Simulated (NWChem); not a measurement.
# formamidinium (CH5N2 cation); SMILES C(N)=[NH2+]

```xyz
8

N     -1.1744     0.0000     0.1820
C      0.0000     0.0000    -0.4179
N      1.1744     0.0000     0.1820
H     -1.2857     0.0000     1.2019
H     -2.0327     0.0000    -0.3766
H      0.0000     0.0000    -1.5215
H      1.2857     0.0000     1.2019
H      2.0327     0.0000    -0.3766
```
Atoms are numbered in this order, from 1.

All runs: NWChem. The geometry was optimised at PBE-D3(BJ)/def2-SVP. GIAO values for the isolated, static molecule; σ is the absolute isotropic shielding.

Task: Predict the results for B3LYP/def2-SVP. Quantities: σ N1 (ppm); σ C2 (ppm); σ H4 (ppm); σ H5 (ppm); σ H6 (ppm).

Result: The σ N1 (ppm) comes out as 149.5 and the σ C2 (ppm) is 39.2. The σ H4 (ppm) is 25.34 and the σ H5 (ppm) is 25.04. The σ H6 (ppm) is 24.08.
